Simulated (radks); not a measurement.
Charge is removed step by step from the 1s down level of the lithium ion Li+, starting from 1s(up 1, down 1). Calculated with a radial shooting solver on a logarithmic mesh with Libxc functionals: scalar-relativistic Kohn-Sham, PBE, spin-polarised, spherical densities, finite nucleus; Fermi nuclear charge, rms radius 2.444 fm.

removed (e)  E - E(0) (eV)  eigenvalue (eV)
0                    0.000          -60.415
0.25                16.104          -68.411
0.5                 34.191          -76.227
0.75                54.152          -83.218

The mean slope of the eigenvalue, de/dn, is 30.4 eV per electron.
